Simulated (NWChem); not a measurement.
**Basis-set dependence for H6HfOSi**

SMILES: [O]([HfH3])[SiH3]
```xyz
9

Hf     0.3306     0.6361     0.2666
H      1.9699     0.1578     1.0148
H      0.5649     1.8029    -1.1684
H     -0.8016     1.3739     1.5509
O     -0.4986    -0.9590    -0.4018
Si    -1.2304    -2.3671    -0.9921
H     -0.3513    -3.5432    -0.6769
H     -1.4044    -2.2407    -2.4784
H     -2.5685    -2.5356    -0.3316
```
Charge 0, spin multiplicity 1.

Program: NWChem. All single points use one geometry, from PBE/def2-SVP with def2 effective core potentials on Hf, with no frequency check, so it may be a saddle point.

Hartree-Fock energies in Ha, correlation energies in mHa.

Effective core potentials replace the inner electrons of Hf; spin-orbit coupling is left out. The correlated methods keep 6 core orbitals frozen. The structure started from a generated list of species.

```tsv
basis	functions	RHF	MP2	SCS-MP2
def2-SVP	94	-414.66112	-509.4	-508.3
def2-TZVP	144	-414.88409	-636.6	-633.8
```

From def2-SVP to def2-TZVP the Hartree-Fock energy moves by -223.0 mHa and the MP2 correlation energy by -127.2 mHa, which is 20 % of its value in the larger set.
